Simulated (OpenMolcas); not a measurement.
# N2+, P2+, As2+, Sb2+, Bi2+: ns² np down the group

```json
{
 "Program": "OpenMolcas 26.06",
 "Method": "CASSCF",
 "Basis": "ANO-R3",
 "Scalar Hamiltonian": "X2C, finite nucleus",
 "Spin-orbit coupling": "state interaction with AMFI integrals over the reference wave functions, term energies averaged over their components"
}
```

Active space for each ion: 3 electrons in 4 orbitals (s p).

Computed levels in cm-1 above ²P°_1/2:

```tsv
Level	N2+	P2+	As2+	Sb2+	Bi2+
²P°_3/2	158	495	2612	5729	17860
weight of ²P° in the lowest level (%)	100	100	100	100	100
```

Measured, with the error of the calculation in %. Measured levels: N2+ from Moore, Selected Tables of Atomic Spectra, NSRDS-NBS 3, section 5; P2+ from Martin, Zalubas and Musgrove, J. Phys. Chem. Ref. Data 14, 751 (1985); As2+ from Moore, Atomic Energy Levels, vol. II, NSRDS-NBS 35 (1971 reprint of NBS Circular 467, 1952); Sb2+, Bi2+ from Moore, Atomic Energy Levels, vol. III, NSRDS-NBS 35 (1971 reprint of NBS Circular 467, 1958).

| Level | N2+ | P2+ | As2+ | Sb2+ | Bi2+ |
| --- | --- | --- | --- | --- | --- |
| ²P°_3/2 | 174 (-9.6) | 559 (-11.4) | 2940 (-11.1) | 6576 (-12.9) | 20788 (-14.1) |

The fine-structure level ²P°_3/2 changes by a factor of 113 from N2+ to Bi2+.

Computed and measured levels are paired by configuration, term and J; levels that our copy of the source lacks, or whose pairing is in doubt (as where it misses far off the trend of its configuration), stay unpaired and out of the deviations. Levels of configurations outside the active space are missing.

° marks odd parity.
